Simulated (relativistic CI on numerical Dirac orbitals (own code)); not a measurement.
**Rh2+: L-alpha,beta X-ray emission**

Computed with this model: Dirac-Coulomb-Breit CI, separate exchange-only KLI orbitals for each configuration, model QED, multiplet model of X-ray emission after core ionisation, unscaled Slater integrals; configurations [Kr] 4d7 → [He] 2s2 2p5 3s2 3p6 3d10 4s2 4p6 4d7 → [Ar] 3d9 4s2 4p6 4d7; 300 K; Lorentzian 1.4 eV and Gaussian 0.6 eV FWHM. Energies are those of the free ion, without screening or charge transfer. S is read from ⟨S²⟩ = S(S + 1).

Field parameters in Wybourne normalisation: Td as Oh with Dq negative (B⁴₀ = 21Dq, B⁴₄ = √(5/14) B⁴₀). The field is a parameter set, without covalency.

free ion: ground-state S = 1.49, centroid 2744.54 eV. Peaks (eV, height): 2698.2 (100), 2832.6 (16), 2835.0 (24), 2837.4 (24).

Td, 10Dq = -16850 cm⁻¹: ground-state S = 1.50, centroid 2744.52 eV. Peaks (eV, height): 2698.2 (100), 2831.4 (8), 2836.6 (30).

Strongest unbroadened transitions for Td, 10Dq = -16850 cm⁻¹:

```csv
Energy (eV),Relative strength
2697.31,15.1
2697.78,14.0
2697.82,32.0
2697.91,19.0
2697.92,35.4
2698.00,41.1
2698.02,16.8
2698.03,100.0
2698.05,67.3
2698.17,34.7
2698.18,66.5
2698.29,30.2
2698.33,27.6
2698.39,24.9
2698.47,28.7
2698.48,53.3
2698.51,55.3
2698.86,25.7
```
